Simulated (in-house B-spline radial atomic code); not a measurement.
Whole-atom quantities along the 9-electron series, configuration [He] 2s2 2p5. Computed with a B-spline radial code for spherical atoms: non-relativistic Hartree-Fock, average of the configuration, point nuclei.

This level leaves out relativity, spin-orbit splitting included, which matters for heavy ions.

```
  ion   Z  E/Z² (Eh)  Σ<r²> (bohr²)  n(0)/Z³ (bohr⁻³)  Lamb diamagnetic shielding (ppm)  repulsion over attraction
Ba47+  56    -1.7512       0.087564           0.69564                           3600.93                   0.033186
La48+  57    -1.7533        0.08431           0.69599                            3667.5                   0.032618
Ce49+  58          ?              ?                 ?                                 ?                          ?
Pr50+  59    -1.7573       0.078322           0.69665                           3800.63                   0.031538
Nd51+  60    -1.7592       0.075565           0.69696                           3867.19                   0.031025
Pm52+  61    -1.7611       0.072951           0.69727                           3933.76                   0.030528
Sm53+  62    -1.7628       0.070471           0.69756                           4000.32                   0.030047
Eu54+  63          ?              ?                 ?                                 ?                          ?
Gd55+  64    -1.7663       0.065875           0.69812                           4133.45                   0.029128
Tb56+  65    -1.7679       0.063744           0.69839                           4200.02                   0.028689
Dy57+  66    -1.7695       0.061714           0.69865                           4266.58                   0.028264
Ho58+  67     -1.771        0.05978            0.6989                           4333.15                   0.027851
Er59+  68    -1.7725       0.057936           0.69915                           4399.71                   0.027449
Tm60+  69     -1.774       0.056176           0.69939                           4466.28                   0.027059
Yb61+  70    -1.7754       0.054495           0.69962                           4532.84                    0.02668
Lu62+  71          ?              ?                 ?                                 ?                          ?
Hf63+  72    -1.7781       0.051351           0.70007                           4665.97                   0.025953
Ta64+  73    -1.7794        0.04988           0.70028                           4732.53                   0.025605
 W65+  74    -1.7806       0.048472           0.70049                            4799.1                   0.025265
Re66+  75    -1.7819       0.047122           0.70069                           4865.66                   0.024934
Os67+  76    -1.7831       0.045828           0.70089                           4932.23                   0.024612
Ir68+  77    -1.7842       0.044587           0.70109                           4998.79                   0.024298
Pt69+  78    -1.7854       0.043395           0.70127                           5065.36                   0.023992
Au70+  79    -1.7865       0.042251           0.70146                           5131.92                   0.023693
Hg71+  80    -1.7876       0.041151           0.70164                           5198.49                   0.023402
```

(1) Fill in the row of Ce49+.

(2) Fill in the row of Eu54+.

(3) Fill in the row of Lu62+.

(4) With what power of Z does the column «Σ<r²> (bohr²)» change over this range?

Answers

(1) E/Z² (Eh): -1.7553; Σ<r²> (bohr²): 0.081233; n(0)/Z³ (bohr⁻³): 0.69633; Lamb diamagnetic shielding (ppm): 3734.06; repulsion over attraction: 0.032069.

(2) E/Z² (Eh): -1.7646; Σ<r²> (bohr²): 0.068115; n(0)/Z³ (bohr⁻³): 0.69785; Lamb diamagnetic shielding (ppm): 4066.89; repulsion over attraction: 0.02958.

(3) E/Z² (Eh): -1.7767; Σ<r²> (bohr²): 0.052888; n(0)/Z³ (bohr⁻³): 0.69985; Lamb diamagnetic shielding (ppm): 4599.41; repulsion over attraction: 0.026312.

(4) A fit of the logarithm of its size against log Z from Z = 56 to 80 has slope -2.12. Unscreened non-relativistic hydrogenic orbitals would give -2.
